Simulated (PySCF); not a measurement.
Radial density of Ir (iridium, neutral)

r2SCAN, [Xe] 4f14 5d7 6s2, high-spin 4F determinant. Calculation: PySCF 2.14, in aug-cc-pwCVQZ-PP with ECP60MDF (9s9p8d5f4g3h, 180 functions); a scalar-relativistic core potential. This is the valence pseudo-density: the core potential removes the inner electrons and smooths the orbitals near the nucleus.

```csv
r (bohr),4πr²ρ (e/bohr),4πr²(ρα − ρβ)
0.129,2.391e-05,0.0000
0.216,0.0007454,0.0001
0.364,0.07395,0.0045
0.612,3.945,0.2009
1.03,14.03,1.8196
1.73,6.043,1.7441
2.91,1.559,0.2883
4.90,0.1660,-0.0163
8.24,0.002127,-0.0008
```

Energies and moments cover only the electrons outside the core potential. Spin-orbit coupling, absent here, splits the open shell strongly.

Question: Where is the radial spin density 4πr²(ρα − ρβ) most negative, and why is it negative at all?

Answer: Around r = 4.90 bohr, down to -0.0163 e/bohr: exchange with the open shell polarises the paired shells in an unrestricted calculation.
